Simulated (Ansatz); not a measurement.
Gas-phase electronic energies from Ansatz, PBE0-D4/def2-TZVP geometries. CCSD(T)/CBS is the MP2 limit (def2-TZVPP, def2-QZVPP) plus CCSD(T) − MP2 in def2-TZVPP, frozen cores. This one scheme is used for every species. DFT in def2-TZVPP. B3LYP here is the variant with VWN-RPA as its local correlation; programs differ in this. One conformer a species, not always the lowest.

`N[SiH](O)O` + `O[SiH](Cl)O[Si](O)(F)F` → `O[SiH](O)O[SiH](O)Cl` + `N[Si](O)(F)F`  (redistribution)

```csv
level,ΔE (kcal/mol),difference from CCSD(T)/CBS
B3LYP-D4,-2.2,-0.2
B2PLYP,-2.2,-0.2
PBE,-2.3,-0.3
r2SCAN,-2.2,-0.2
PBE0,-2.3,-0.3
B3LYP,-2.5,-0.5
HF/def2-TZVPP,-2.2,-0.2
MP2/def2-TZVPP,-1.8,0.2
SCS-MP2/def2-TZVPP,-1.8,0.2
CCSD/def2-TZVPP,-1.7,0.3
CCSD(T)/def2-TZVPP,-1.7,0.3
HF/def2-QZVPP,-2.2,-0.2
MP2/def2-QZVPP,-2.0,0.0
SCS-MP2/def2-QZVPP,-1.9,0.1
HF/CBS(def2),-2.2,-0.2
MP2/CBS(def2),-2.2,-0.2
CCSD(T)/CBS,-2.0,0
```

Largest T1 diagnostic among the species: 0.011.
